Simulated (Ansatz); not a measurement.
A nudged elastic band was laid between two geometries of FH + H4OSn (8 atoms, charge 0, multiplicity 1).

Theory: RKS PBE-D4/def2-SVP in Ansatz 0.2.0.

```
movable images  : 7
climbing image  : yes
spring          : 5.0 eV/Å²
optimiser       : quadratic models (default)
start path      : through a guess of the saddle point
force threshold : 0.05 eV/Å
iteration limit : 60
end points      : relaxed
```

First end point:

```xyz
8
Properties=species:S:1:pos:R:3
Sn 0.228 0.078 -0.077
H 0.099 0.298 1.666
H 1.868 -0.206 -0.511
H -0.490 1.440 -0.861
O -0.716 -1.637 -0.520
H -1.582 -1.577 -0.064
F -2.427 -0.403 1.456
H -1.604 -0.227 1.887
```

Last end point:

```xyz
8
Properties=species:S:1:pos:R:3
Sn -0.355 0.025 -0.539
H -0.187 -0.053 3.588
H 1.255 0.068 0.052
H -0.859 1.084 -1.807
O -0.692 -1.897 -0.963
H -1.613 -2.030 -1.261
F -1.567 0.472 0.949
H -0.606 0.097 2.958
```

Question: What changes between the two ends?

Answer: Bonds broken: Sn1–H2, F7–H8. Bonds formed: Sn1–F7, H2–H8. FH + H4OSn becomes FH3OSn + H2.

Question: Give the energies along the band, and the barrier.

Answer: The forces met the threshold. The highest image is number 3 of 0 to 8, 0.79 eV above the first end and 1.11 eV above the last; the last end lies 0.32 eV below the first. A vibrational analysis at the climbing image gives one clearly imaginary mode, 884i cm⁻¹: a first-order saddle point. The orbitals stay closed-shell, which can raise the energy where a bond breaks towards radicals; this wasn't checked here.

```json
{"image": "0", "path coordinate (Å)": "0.00", "energy (eV)": "0.00", "Sn1–H2 (Å)": "1.76", "F7–H8 (Å)": "0.95", "Sn1–F7 (Å)": "3.10"}
{"image": "1", "path coordinate (Å)": "0.55", "energy (eV)": "0.06", "Sn1–H2 (Å)": "1.77", "F7–H8 (Å)": "0.95", "Sn1–F7 (Å)": "2.92"}
{"image": "2", "path coordinate (Å)": "1.09", "energy (eV)": "0.34", "Sn1–H2 (Å)": "1.84", "F7–H8 (Å)": "0.98", "Sn1–F7 (Å)": "2.59"}
{"image": "3", "path coordinate (Å)": "1.64", "energy (eV)": "0.79", "Sn1–H2 (Å)": "2.07", "F7–H8 (Å)": "1.21", "Sn1–F7 (Å)": "2.24"}
{"image": "4", "path coordinate (Å)": "2.50", "energy (eV)": "0.00", "Sn1–H2 (Å)": "2.64", "F7–H8 (Å)": "1.82", "Sn1–F7 (Å)": "2.00"}
{"image": "5", "path coordinate (Å)": "3.35", "energy (eV)": "-0.27", "Sn1–H2 (Å)": "3.25", "F7–H8 (Å)": "2.14", "Sn1–F7 (Å)": "1.97"}
{"image": "6", "path coordinate (Å)": "4.21", "energy (eV)": "-0.32", "Sn1–H2 (Å)": "3.87", "F7–H8 (Å)": "2.26", "Sn1–F7 (Å)": "1.97"}
{"image": "7", "path coordinate (Å)": "5.06", "energy (eV)": "-0.32", "Sn1–H2 (Å)": "4.07", "F7–H8 (Å)": "2.26", "Sn1–F7 (Å)": "1.97"}
{"image": "8", "path coordinate (Å)": "5.92", "energy (eV)": "-0.32", "Sn1–H2 (Å)": "4.13", "F7–H8 (Å)": "2.26", "Sn1–F7 (Å)": "1.97"}
```

Question: What is the geometry of the highest image?

Answer: 
```xyz
8
Properties=species:S:1:pos:R:3
Sn -0.155 -0.052 -0.030
H 0.000 0.590 1.927
H 1.551 -0.320 -0.021
H -0.775 1.357 -0.802
O -0.746 -1.800 -0.812
H -1.688 -1.936 -0.589
F -1.877 -0.303 1.379
H -0.933 0.230 1.923
```

Question: What are the harmonic wavenumbers there?

Answer: 884i, 108, 167, 330, 432, 498, 544, 600, 656, 736, 878, 944, 1139, 1572, 1854, 1884, 1887, 3707 cm⁻¹.

The band took 26 iterations and of the order of 6 core-minutes.

Time of the run: 6.5 min on 1 thread of Arm Neoverse V1 (shared host), peak memory 0.14 GiB.
